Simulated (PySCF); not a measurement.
**A series of related molecules**

Theory: PySCF, quadratic response CAM-B3LYP/aug-cc-pVDZ first hyperpolarisability, Taylor convention, gas phase. Geometry: PBE0-D3(BJ)/def2-SVP.

Each molecule in one low-energy conformer. The parent is c1cnc2nsnc2n1.

The calculation is non-relativistic, which matters for the atoms heavier than Zn.

(1) How does the norm of the vector part βᵢ = ⅓ Σⱼ (βᵢⱼⱼ + βⱼᵢⱼ + βⱼⱼᵢ) of the static first hyperpolarisability change along this series?
- c1cnc2nsnc2n1 (base)
- c1nnc2nsnc2n1 (CH replaced by N)
- C[Se]c1cnc2nsnc2n1 (H replaced by SeCH3)
- O=Cc1cnc2nsnc2n1 (H replaced by CHO)
- Clc1cnc2nsnc2n1 (H replaced by Cl)
- Brc1cnc2nsnc2n1 (H replaced by Br)

## Answers

(1) 
```tsv
molecule	static β vector norm (au)	static β HRS (au)	S1 (eV)
c1cnc2nsnc2n1	110	46	3.23
c1nnc2nsnc2n1	28	21	2.27
C[Se]c1cnc2nsnc2n1	1102	494	3.38
O=Cc1cnc2nsnc2n1	352	156	2.99
Clc1cnc2nsnc2n1	239	112	3.46
Brc1cnc2nsnc2n1	220	117	3.41
```
The norm of the vector part βᵢ = ⅓ Σⱼ (βᵢⱼⱼ + βⱼᵢⱼ + βⱼⱼᵢ) of the static first hyperpolarisability is lowest for c1nnc2nsnc2n1 and highest for C[Se]c1cnc2nsnc2n1.
